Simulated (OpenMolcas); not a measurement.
## Sm3+: moving or changing the point charges

Sm3+ among 4 point charges of -1 e arranged as a tetrahedron (Td), 2.23 Å from the ion.

* Program: OpenMolcas
* Method: CASSCF
* Basis: ANO-RCC-VDZP [7s6p4d2f1g]
* Scalar Hamiltonian: DKH2, point nucleus
* Active space: 5 electrons in 7 orbitals (4f)
* State averaging: 2S+1 = 6 odd, 21 roots; 2S+1 = 4 odd, 128 roots kept (CI in the orbitals of an earlier block, 108 in the spin-orbit step); 2S+1 = 2 odd, 130 roots kept (CI in the orbitals of an earlier block, 35 in the spin-orbit step)
* Spin-orbit coupling: RASSI with atomic mean-field integrals over the reference wave functions

Runs around this geometry, states (labels of Td). Energies in cm-1 above the lowest state or level, χT in cm3 K/mol; under a threefold ground state the first gap can be a small split of the lowest multiplet, not the spin-orbit step.

```tsv
R (Å)	Ground state	First state of that spin	First gap with spin-orbit (degeneracies)	Width of lowest J	χT at 300 K
2.23	6T2	6T1 1.3	55.6 (4, 2)	56	0.306
2.39	6T2	6T1 3.4	39.2 (4, 2)	39	0.306
2.56	6T2	6T1 3.9	27.7 (4, 2)	28	0.306
```

Taking the width of the lowest J multiplet as R^-n, n = -ln(28 / 56) / ln(2.56 / 2.23) = 5.0 between the shortest and longest distance.

High states are left out of the spin-orbit mixing, which shifts the levels that they would mix with. This is an electrostatic model: the charges have no orbitals. A group larger than the point group allows holds several states that coincide in this model. No measured value stands beside these numbers.
